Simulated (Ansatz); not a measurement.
Relaxation of CH5Ge (7 atoms, charge 0, multiplicity 2), to a largest force component of 0.015 eV/Å in at most 40 steps.

Method: UKS PBE0/def2-TZVP (Ansatz).

```xyz
7
Properties=species:S:1:pos:R:3
C -0.216 -0.835 -0.187
Ge 0.388 0.809 0.686
H -1.219 -1.140 0.294
H 0.584 -1.572 -0.154
H -0.489 -0.566 -1.278
H -0.600 1.268 1.804
H 1.808 0.556 1.317
```

Task: Where does it end, and by what steps?

Result: The run converged. After 13 steps the energy has fallen by 0.212 eV; H3 moved furthest, 0.58 Å.

```json
{"step": "0", "energy less start (eV)": "0.0000", "largest force component (eV/Å)": "2.210", "accepted": "yes"}
{"step": "1", "energy less start (eV)": "-0.1645", "largest force component (eV/Å)": "0.715", "accepted": "yes"}
{"step": "2", "energy less start (eV)": "-0.1800", "largest force component (eV/Å)": "0.054", "accepted": "yes"}
{"step": "3", "energy less start (eV)": "-0.1863", "largest force component (eV/Å)": "0.047", "accepted": "yes"}
{"step": "4", "energy less start (eV)": "-0.1879", "largest force component (eV/Å)": "0.021", "accepted": "yes"}
{"step": "5", "energy less start (eV)": "-0.1919", "largest force component (eV/Å)": "0.073", "accepted": "yes"}
{"step": "6", "energy less start (eV)": "-0.1793", "largest force component (eV/Å)": "0.526", "accepted": "no"}
{"step": "7", "energy less start (eV)": "-0.1978", "largest force component (eV/Å)": "0.091", "accepted": "yes"}
{"step": "8", "energy less start (eV)": "-0.2033", "largest force component (eV/Å)": "0.179", "accepted": "yes"}
{"step": "9", "energy less start (eV)": "-0.2071", "largest force component (eV/Å)": "0.141", "accepted": "yes"}
{"step": "10", "energy less start (eV)": "-0.2103", "largest force component (eV/Å)": "0.098", "accepted": "yes"}
{"step": "11", "energy less start (eV)": "-0.2115", "largest force component (eV/Å)": "0.021", "accepted": "yes"}
{"step": "12", "energy less start (eV)": "-0.2104", "largest force component (eV/Å)": "0.077", "accepted": "no"}
{"step": "13", "energy less start (eV)": "-0.2117", "largest force component (eV/Å)": "0.003", "accepted": "yes"}
```

```xyz
7
Properties=species:S:1:pos:R:3
C -0.211 -0.817 -0.209
Ge 0.543 0.746 0.702
H -0.761 -1.432 0.507
H 0.585 -1.418 -0.649
H -0.894 -0.502 -0.998
H -0.566 1.615 1.339
H 1.559 0.327 1.790
```

Whether the end is a true minimum wasn't checked by a vibrational analysis.

Time of the run: 34 s on 2 threads of Arm Neoverse V1, on a shared host, peak memory 0.23 GiB.
